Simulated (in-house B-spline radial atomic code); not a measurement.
RPA correlation on LDA VWN5: Ag+

Configuration [Kr] 4d10, mean-field start LDA VWN5. Computed with an all-electron radial atomic-structure program (B-spline basis): all electrons, non-relativistic, point nucleus, each spin shell either full or empty, empty states to l = 9 with an (l + 1/2)⁻⁴ tail; G0W0 by contour deformation at full frequency.

Without relativity these are model numbers: it shifts the levels of so heavy an element strongly and can reorder them.

The highest G0W0 level has too low a weight to be given.

Command:
```bash
python run_gw.py task.json out
```
Settings (radii: box in bohr, nucleus in fm):
```
Z                        47
electrons                46
configuration            [Kr] 4d10
hamiltonian              nr
method                   lda,vwn
lmax                     9
spin_polarised           False
box_radius               23.78
intervals                55
```

Time taken, with all properties: 1.4 s on 1 thread of Intel(R) Xeon(R) 6975P-C (shared host).

Energies (hartree):

```json
{"term": "mean-field total", "value": "-5194.75572"}
{"term": "Hartree-Fock functional on these orbitals", "value": "-5197.42851"}
{"term": "direct second order", "value": "-4.1136"}
{"term": "second-order exchange", "value": "1.1304"}
{"term": "SOSEX correction", "value": "1.0398"}
```

What is the RPA correlation energy, and what remains with SOSEX?

RPA gives -3.5477 hartree (-2.1 eV per electron); RPA + SOSEX gives -2.5079, and the second-order doubles -2.9833 hartree (no singles). RPA lacks exchange-type terms and so overcorrelates at short range.
